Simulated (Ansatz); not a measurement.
Two isomers of CH2AlFO: A = `O=[CH][AlH][F]`, B = `F[CH]1[O][AlH]1`.

Program: Ansatz. Geometries: PBE0-D4/def2-TZVP. ΔE: electronic, gas phase. CCSD(T)/CBS is the MP2 limit (def2-TZVPP, def2-QZVPP) plus CCSD(T) − MP2 in def2-TZVPP, frozen cores. Functionals use def2-TZVPP. One conformer a species, not always the lowest.

A:

Z-matrix (Å, degrees):
```
C
Al 1 2.014
O 1 1.211 2 115.6
H 1 1.117 2 125.9 3 -180.0
F 2 1.650 1 118.7 3 -180.0
H 2 1.572 1 121.3 3 0.0
```

B:

```xyz
6

F     0.4806    0.2520    1.7908
C     0.5930   -0.1787    0.4933
O    -0.5346   -0.9506    0.0988
Al   -0.5650    0.4815   -0.8583
H     1.5356   -0.7220    0.4112
H    -1.5095    1.1177   -1.9358
```

(1) Which isomer does CCSD(T)/CBS put lower? Give the gap. (Best estimate.)

(2) Give E(B) − E(A) in kcal/mol with MP2/def2-TZVPP, PBE-D4, CCSD/def2-TZVPP, r2SCAN-D4, CCSD(T)/def2-TZVPP, BLYP-D4, PBE0-D4. (Best estimate.)

(3) Does the order hold for the free energy at 298.15 K (harmonic terms from PBE0-D4)? (Best estimate.)

Largest T1 diagnostic: 0.017.

Results:

(1) The calculation gave: A, by 48.6 kcal/mol.

(2) The calculation gave: MP2/def2-TZVPP 49.1, PBE-D4 42.3, CCSD/def2-TZVPP 50.3, r2SCAN-D4 43.6, CCSD(T)/def2-TZVPP 49.1, BLYP-D4 48.1, PBE0-D4 43.8. None reverses the order clearly.

(3) The calculation gave: Yes: G(B) − G(A) = +51.5 kcal/mol, for one conformer each. Modes under 60 cm⁻¹, often nearly free rotors, make the harmonic entropy too high.

From PBE to PBE0 (25 % exact exchange), in def2-TZVPP and without D4, E(B) − E(A) moves by +1.5 kcal/mol. At CCSD(T), def2-SVP lies +2.9 kcal/mol from the extrapolated value and def2-TZVPP +0.5 kcal/mol.
